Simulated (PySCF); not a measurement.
A geometry optimisation on `O=S(=O)([O-])c1ccc(F)cc1`.

Method: PBE0-D3(BJ)/def2-SVP geometry optimisation, gas phase (PySCF 2.14.0). Start geometry: GFN2-xTB. A driver script takes a list of jobs; this job's settings line and coordinates (Å) are shown.

Input:
```
{"job": {"xc": "PBE0", "basis": "def2-SVP", "d3": "d3bj", "grid": 1, "kind": "geom"}, "charge": -1, "multiplicity": 1}
O      2.722400    -1.618568     0.185050
S      2.436093    -0.210116    -0.064521
O      2.941920     0.700901     0.956327
O      2.694703     0.221846    -1.436153
C      0.627108    -0.073024     0.039492
C      0.058855     1.127953     0.407570
C     -1.319660     1.273371     0.407712
C     -2.089509     0.189788     0.026885
F     -3.450703     0.319635     0.026649
C     -1.538076    -1.020478    -0.351303
C     -0.157053    -1.140125    -0.344035
H      0.716801     1.931967     0.697216
H     -1.799803     2.198053     0.692784
H     -2.184243    -1.836132    -0.641223
H      0.336754    -2.057085    -0.624362
```

Output:
```
step   0  E = -953.49346574  max force = 0.023001
step   1  E = -953.49621516  max force = 0.004898
step   2  E = -953.49632013  max force = 0.001790
step   3  E = -953.49632062  max force = 0.001218
step   4  E = -953.49632780  max force = 0.001397
step   5  E = -953.49633877  max force = 0.000903
step   6  E = -953.49633860  max force = 0.000460
step   7  E = -953.49633732  max force = 0.000382
optimisation converged
```

Energies in Eh; «max force» is the largest Cartesian gradient component in Eh/bohr.

Question: Give the first gradient maximum in eV/Å.

Answer: With 1 Eh/bohr = 51.422 eV/Å, 1.183 eV/Å.

Summary of the converged run: final energy -953.49634 Eh after 7 steps.

Question: Give the final coordinates.

Answer: 0.030 Å rms from the input after alignment:
```
atom  x, y, z in Å
O1     3.1785   -1.5151   -0.2309
S2     2.8934   -0.0887   -0.4910
O3     3.4329    0.8506    0.5140
O4     3.0997    0.3299   -1.8915
C5     1.0980    0.0373   -0.2720
C6     0.5318    1.2333    0.1664
C7    -0.8518    1.3576    0.2809
C8    -1.6511    0.2685   -0.0439
F9    -2.9865    0.3828    0.0703
C10   -1.1078   -0.9375   -0.4706
C11    0.2776   -1.0471   -0.5800
H12    1.2056    2.0519    0.4310
H13   -1.3230    2.2811    0.6260
H14   -1.7740   -1.7721   -0.7021
H15    0.7562   -1.9796   -0.8890
```

Question: Estimate the wall time. Hardware: one thread, Arm Neoverse V2, shared host.

Answer: About 2.1 min.
Labels such as C1 count atoms from 1, the log's own numbers from 0.
